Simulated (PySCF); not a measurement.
Mean harmonic wavenumber (cm⁻¹) of eight silicon and germanium compounds: PBE-D3(BJ) beside B3LYP-D3(BJ), computed with PySCF for isolated molecules in the bases named; differences from unrounded values. The eight are the first of their class met in an unordered collection, after screening for sound electronic states; none was chosen by its value. Each level has its own optimised geometry.

```csv
molecule,basis,B3LYP-D3(BJ)
"CH9FN2Si2, SMILES CN[Si@@H](F)N[SiH3]",def2-SVP,1222
"N-methyl-N-silylpropan-2-amine (C4H13NSi), SMILES CC(C)N(C)[SiH3]",def2-SVP,1403
"C2H4Cl2Si2, SMILES C#C[Si]([SiH3])(Cl)Cl",def2-SVP,883
"C₂H₅FOSi₂, SMILES O=C1C[SiH2][Si@@H]1F",def2-SVP,1042
"C2H6N2OSi, SMILES C[Si@@H](N)N=C=O",def2-SVP,1252
"germylmethylsilane (CH8GeSi), SMILES [SiH3][CH2][GeH3]",def2-SVP,1215
"C₂H₅FSi₂, SMILES C#C[Si@@H](F)[SiH3]",def2-SVP,1022
"GeF2Cl2, SMILES [F][Ge]([F])([Cl])[Cl]",def2-SVP,375
```

Estimate the PBE-D3(BJ) values and say how PBE-D3(BJ) differs from B3LYP-D3(BJ) over the set. (An estimate is asked for; the answer gives what the named calculation found.)


```tsv
molecule	PBE-D3(BJ)	difference
CH9FN2Si2, SMILES CN[Si@@H](F)N[SiH3]	1187	-35
N-methyl-N-silylpropan-2-amine (C4H13NSi), SMILES CC(C)N(C)[SiH3]	1364	-39
C2H4Cl2Si2, SMILES C#C[Si]([SiH3])(Cl)Cl	855	-28
C₂H₅FOSi₂, SMILES O=C1C[SiH2][Si@@H]1F	1008	-34
C2H6N2OSi, SMILES C[Si@@H](N)N=C=O	1220	-32
germylmethylsilane (CH8GeSi), SMILES [SiH3][CH2][GeH3]	1181	-34
C₂H₅FSi₂, SMILES C#C[Si@@H](F)[SiH3]	988	-34
GeF2Cl2, SMILES [F][Ge]([F])([Cl])[Cl]	362	-12
```
PBE-D3(BJ) lies below B3LYP-D3(BJ) in 8 and above it in 0 of the eight; the mean signed difference is -31 and the largest -39 cm⁻¹.
